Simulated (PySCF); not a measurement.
Structure problem from calculated spectra and properties.

Formula: C8H7F3O.

- Polarisability: 100.2 au [B3LYP/def2-SVPD]
- Rotational structure: rotational constants A, B, C: 2.404, 0.497, 0.453 GHz [PBE0-D3(BJ)/def2-SVP]
- Triplet: lowest triplet excitation (Tamm–Dancoff): 4.06 eV [TDA B3LYP/def2-SVPD]
- 1H NMR: chemical shifts (computed TMS as zero) by class: 7.43 (2 H), 7.11 (1 H), 7.07 (2 H), 4.14 (2 H) ppm [GIAO PBE0/pcSseg-1]
- 13C NMR: chemical shifts (computed TMS as zero) by class: 163.3 (1 C), 135.2 (2 C), 129.1 (1 C), 126.8 (1 C), 118.7 (2 C), 66.5 (1 C) ppm [GIAO PBE0/pcSseg-1]
- Couplings: largest of the computed one-bond spin–spin couplings (means over like bonds): 19F–13C -347.2 (×3), 13C–1H +169.5, 13C–1H +168.0 (×2), 13C–1H +167.0 (×2), 13C–1H +150.9 (×2) Hz [B3LYP/pcJ-1, spin–dipole term left out for some pairs]
- NMR, other nuclei: isotropic shieldings of nuclei other than C and H, by class: 233 (1 O), 264 (3 F) ppm [GIAO PBE0/pcSseg-1]
- Dipole: 1.95 D [B3LYP/def2-SVPD]

Electronic properties: PySCF, gas phase, density fitting. Levels stand in brackets. Geometry: PBE0-D3(BJ)/def2-SVP, one conformer, isolated molecule. NMR values are class means; diastereotopic atoms form classes of their own.

Question: What is the compound? Reason from the data.

Answer: Numbering: `[F:1][C:2]([F:3])([F:4])[CH2:5][O:6][c:7]1[cH:8][cH:9][cH:10][cH:11][cH:12]1`. Its formula, C8H7F3O, gives 4 degrees of unsaturation: 1 ring and 3 π bonds in the structure found (Kekulé form). 8 carbons fall into 6 classes; from least to most shielded: aromatic carbon bearing oxygen [C7] (163.3 ppm), aromatic CH carbon [C9/C11] (135.2 ppm, 2 C), CF3 carbon [C2] (129.1 ppm), aromatic CH carbon [C10] (126.8 ppm), aromatic CH carbon [C8/C12] (118.7 ppm, 2 C, up to 8.9 ppm apart in this geometry), chain sp3 carbon bound to oxygen [C5] (66.5 ppm). Hydrogen classes from least to most shielded: 2 H on the meta carbons, C9/C11 (7.43 ppm), 1 H on the para carbon, C10 (7.11 ppm), 2 H on the ortho carbons, C8/C12 (7.07 ppm), 2 H on an sp3 carbon bound to oxygen, C5 (4.14 ppm). The other shieldings belong to: 233 ppm, aryl ether oxygen [O6]; 264 ppm, fluorine of a CF3 group [F1/F3/F4]. The couplings run between: -347.2 Hz, fluorine of a CF3 group [F1] and CF3 carbon [C2] (with 2 like pairs); +169.5 Hz, aromatic CH carbon [C10] and its hydrogen; +168.0 Hz, aromatic CH carbon [C8] and its hydrogen (with 1 like pair); +167.0 Hz, aromatic CH carbon [C9] and its hydrogen (with 1 like pair); +150.9 Hz, sp3 carbon bound to oxygen [C5] and its hydrogen (with 1 like pair). The optimised geometry has point group C1 and is an asymmetric top. Structure: CF3CH2OPh, `FC(F)(F)COc1ccccc1`. Computed isomers that give other values at the same levels: `Cc1ccc(OC(F)(F)F)cc1` (rotational constant A: 2.732 GHz; this holds for the one conformer computed); `OCc1ccc(C(F)(F)F)cc1` (rotational constant A: 2.564 GHz; this holds for the one conformer computed); `C=C1C=C(C(F)(F)F)/C1=C/OC` (rotational constant A: 1.366 GHz; this holds for the one conformer computed). The assignments are read from this structure; whether some other isomer fits the data as well wasn't checked.

Conformer computed: `[F:1][C:2]([F:3])([F:4])[CH2:5][O:6][c:7]1[cH:8][cH:9][cH:10][cH:11][cH:12]1`: F1–C2–C5–O6 55°, C2–C5–O6–C7 96°, C5–O6–C7–C8 166°.
